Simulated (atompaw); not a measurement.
Ranking PAW (atompaw) potentials for nitrogen

All share these settings but for the change named:

- Element: nitrogen (N)
- Generator: atompaw 4.2.0.5
- Type: PAW
- Functional: PBE
- Relativity: non-relativistic
- Frozen core: [He]
- Valence charge: 5
- Reference configuration: 2s2 2p3
- Partial waves: 2s (bound); 2s channel at -0.8 Ry; 2p (bound); 2p channel at 0.45 Ry
- Local potential: troulliermartins scheme with l = 2 at 0.5 Ry, radius 1.85 bohr
- Core correction: smooth core density matched at 2.45 bohr
- Augmentation charge: sinc compensation charge, radius 2.10 bohr; PAW radius 2.55 bohr; waves and projectors: bloechl

Cutoff: the first of the cutoffs (Ry, on a coarse ladder) from which the occupation-weighted sum of valence levels, in a spherical-Bessel basis at the reference potential, stays within 10 and 1 mRy of its value at 400 Ry; the density cutoff is not measured.

The base gives 25 Ry.

Of 12 variants that were run, those that failed, showed a ghost or another fault, or gave nearly equal values are left out.

A variant can come out equal or close to the base.

(1) Rank these variants from softest to hardest (loose cutoff).
A. all radii scaled by about 0.89 (s 0.94, p 2.28 bohr); local potential troulliermartins scheme with l = 2 at 0.5 Ry, radius 1.66 bohr; augmentation sinc compensation charge, radius 1.88 bohr; PAW radius 2.28 bohr; waves and projectors: bloechl; core correction smooth core density matched at 2.18 bohr
B. all radii scaled by about 1.27 (s 1.34, p 3.24 bohr); local potential troulliermartins scheme with l = 2 at 0.5 Ry, radius 2.34 bohr; augmentation sinc compensation charge, radius 2.66 bohr; PAW radius 3.24 bohr; waves and projectors: bloechl; core correction smooth core density matched at 3.10 bohr
C. scalar-relativistic
D. wave 2p channel at 0.45 Ry becomes 2p channel at -0.32 Ry
E. local potential troulliermartins scheme with l = 2 at 0.5 Ry, radius 1.52 bohr

Answers

(1) B (15 Ry), D (21 Ry), C (25 Ry), A (30 Ry), E (35 Ry).
